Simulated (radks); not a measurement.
Results of a calculation; reference values are marked as such.
Question: The barium ion Ba5+, configuration [Kr] 4d10 5s2 5p3. Code: a radial shooting solver on a logarithmic mesh with Libxc functionals. Model: scalar-relativistic Kohn-Sham, PBEsol, spin-polarised, spherical densities, finite nucleus; open shells are filled with parallel spins first (spin-orbit coupling, left out, can overturn this in heavy ions); Fermi nuclear charge, rms radius 4.8378 fm. Some entries of the table are withheld. Estimate them.

orbital,occ.,eigenvalue (eV),r(max) (bohr),<r^2> (bohr^2)
1s up,1,-37295.39,0.01643,0.0008891
1s down,1,-37295.18,0.01643,0.0008890
2s up,1,-5942.228,0.09291,0.01422
2s down,1,-5942.119,0.09291,0.01422
2p up,3,-5335.482,0.07464,0.01130
2p down,3,-5335.304,0.07464,0.01130
3s up,1,-1297.765,0.2664,0.09749
3s down,1,-1297.584,0.2665,0.09748
3p up,3,-1103.208,0.2607,0.09752
3p down,3,-1103.005,0.2607,0.09750
3d up,5,-820.3291,0.2151,0.08390
3d down,5,-820.1351,0.2151,0.08389
4s up,1,-298.2995,0.6246,0.5115
4s down,1,-297.9049,0.6248,0.5110
4p up,3,-235.4244,0.6530,0.5806
4p down,3,-235.0017,0.6533,0.5789
4d up,5,-144.0581,0.6941,0.7366
4d down,5,-143.4599,0.6940,0.7284
5s up,1,-84.5953,1.436,2.665
5s down,1,-81.3399,1.422,2.648
5p up,3,-67.6994,1.590,3.314
5p down,0,-64.2914,1.580,3.342
4f up,0,-50.1697,0.7949,1.638
4f down,0,-48.5696,0.7834,1.536
6s up,0,(1),2.974,10.28
6s down,0,(2),3.001,10.61

Answer: 
(1) 6s up eigenvalue (eV): -36.5112
(2) 6s down eigenvalue (eV): -34.9594
